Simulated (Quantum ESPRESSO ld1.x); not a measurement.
The numbers below are computed, except where a source is named.
The antimony ion Sb40+, configuration [Ne] 3s1 (the NIST ground configuration). Code: ld1.x of Quantum ESPRESSO 7.5. Model: Dirac Kohn-Sham, LDA (Slater exchange, Perdew-Zunger correlation), spin-unpolarised, spherical densities, point nucleus. Some entries of the table are withheld. Estimate them.

orbital  occ.  eigenvalue (eV)  r(max) (bohr)
1s1/2       2         -32830.1          0.018
2s1/2       2              (1)          0.103
2p1/2       2              (2)          0.080
2p3/2       4              (3)          0.083
3s1/2       1         -2864.55          0.275

Answer. 
(1) 2s1/2 eigenvalue (eV): -7024.26
(2) 2p1/2 eigenvalue (eV): -6767.33
(3) 2p3/2 eigenvalue (eV): -6505.51
